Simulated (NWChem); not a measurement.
Molecule: C3H3N2, doublet; SMILES [nH]1cc[c]n1

Computed with NWChem. Pople sets run with spherical d functions. Spin-unrestricted. In the optimisation the excess spin sits in a' (Cs, its own frame). Geometry: optimised at PBE0/def2-SVP, spin-unrestricted. No stability test was run on the SCF state. Total energies compare along this basis series because the functional is fixed.

```csv
level,basis functions,energy (Ha),highest occupied level (eV),"lowest empty minus highest occupied level, either spin (eV)",dipole (D),relative time
PBE0/STO-3G,28,-222.3982,-5.23,5.93,2.62,1
PBE0/3-21G,51,-223.9846,-7.25,5.29,3.33,1
PBE0/6-31G*,76,-225.2449,-7.18,5.26,3.12,6
PBE0/6-31+G*,96,-225.2552,-7.49,5.07,3.31,8
PBE0/6-311G**,108,-225.3034,-7.38,5.17,3.17,9
PBE0/6-311++G**,131,-225.3082,-7.53,5.08,3.27,20
```

Times are rough ratios from one shared machine.
